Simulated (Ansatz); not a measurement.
Born–Oppenheimer molecular dynamics of BrFGaH3 (6 atoms, charge 0, multiplicity 1). It starts at the highest image of a converged band, a first-order saddle point between two minima.

Computed with Ansatz 0.2.0, UKS B3LYP-D4/def2-SVP.

* ensemble: NVE (velocity Verlet)
* time step: 0.5 fs
* steps asked: 200
* starting velocities drawn for: 300 K
* seed: 6482

First frame:

```xyz
6
Properties=species:S:1:pos:R:3
Ga -0.433 -0.630 0.342
Br 0.553 0.887 -1.778
H 0.403 -1.939 0.284
H -1.944 -0.267 0.389
H 0.832 1.187 -0.297
F 0.590 0.762 1.061
```

(1) How far do the bonds stretch over the last three quarters of this one trajectory? (Pairs bonded in most of those frames.)

## Answers

(1) 
```json
{"bond": "Ga1–Br2", "mean (Å)": "2.827", "spread (Å)": "0.012", "shortest": "2.80", "longest": "2.84"}
{"bond": "Ga1–H3", "mean (Å)": "1.567", "spread (Å)": "0.053", "shortest": "1.48", "longest": "1.64"}
{"bond": "Ga1–H4", "mean (Å)": "1.555", "spread (Å)": "0.010", "shortest": "1.54", "longest": "1.58"}
{"bond": "Ga1–F6", "mean (Å)": "1.884", "spread (Å)": "0.020", "shortest": "1.86", "longest": "1.92"}
{"bond": "Br2–H5", "mean (Å)": "1.551", "spread (Å)": "0.032", "shortest": "1.50", "longest": "1.60"}
```

Mean temperature of the second half: 148 K. The conserved energy stayed within 0.079 meV per atom of its start (net change 0.0055 meV per atom), so the integration is sound. A run of 0.1 ps of so small a system gives no equilibrium averages. The orbitals were unrestricted but ended closed-shell.

Time of the run: 6.6 min on 2 threads of Intel(R) Xeon(R) 6975P-C (Granite Rapids) (shared host), peak memory 0.32 GiB.
